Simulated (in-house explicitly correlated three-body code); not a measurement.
Results of a calculation; reference values are marked as such.
Two electrons around a charge Z: highest levels of functionals against the exact one

The exact non-relativistic ground state comes from a variational code in 260 exponentially correlated functions, the Kohn-Sham parts from inverting its density (past Z = 6 the correlation energy is taken as exact minus Hartree-Fock, equal to within microhartrees), and self-consistent runs (Hartree-Fock is restricted) from a B-spline radial code. Z may be fractional; the second electron is bound down to Z = 0.911.

The exact Kohn-Sham level equals minus the binding energy. «Unbound» marks a run whose level isn't bound or that didn't converge.

| Z | exact (eV) | Hartree-Fock (eV) | OLYP (eV) | PW91 (eV) | wB97X (eV) | B3LYP VWN-RPA (eV) |
| --- | --- | --- | --- | --- | --- | --- |
| 1.11 | -2.03 | -2.519 | unbound | unbound | -2.31 | unbound |
| 1.24 | ? | ? | ? | ? | ? | ? |
| 1.52 | -9.742 | -10.17 | -3.971 | -4.077 | -8.425 | -5.527 |
| 1.78 | ? | ? | ? | ? | ? | ? |
| 1.92 | -21.68 | -22.07 | -13.4 | -13.47 | -18.41 | -15.49 |
| 2.26 | -35.25 | -35.62 | -24.85 | -24.88 | -30.22 | -27.37 |
| 2.72 | -58.61 | -58.96 | -45.34 | -45.33 | -51.17 | -48.43 |
| 3.14 | -84.96 | -85.3 | -69.06 | -69.03 | -75.32 | -72.67 |
| 3.52 | -112.9 | -113.3 | -94.66 | -94.6 | -101.3 | -98.73 |
| 4.3 | -182.7 | -183 | -159.5 | -159.4 | -167 | -164.5 |
| 4.7 | -224.9 | -225.2 | -199.2 | -199.1 | -207.1 | -204.7 |
| 5.4 | -309.2 | -309.4 | -279.1 | -278.9 | -287.7 | -285.4 |

(1) What belongs in the row Z = 1.78?

(2) What belongs in the row Z = 1.24?

(3) Why do the levels of the functionals lie above the exact one?

## Answers

(1) exact (eV): -17.01; Hartree-Fock (eV): -17.41; OLYP (eV): -9.605; PW91 (eV): -9.684; wB97X (eV): -14.44; B3LYP VWN-RPA (eV): -11.51.

(2) exact (eV): -3.976; Hartree-Fock (eV): -4.445; OLYP (eV): -0.02597; PW91 (eV): -0.1379; wB97X (eV): -3.829; B3LYP VWN-RPA (eV): -1.142.

(3) Semilocal exchange-correlation potentials fall off faster than the exact −1/r, since they don't cancel the electron's repulsion by itself; hybrids restore a share of the tail, and range-separated ones all of it at long range. Hartree-Fock has the tail but lacks relaxation and correlation.
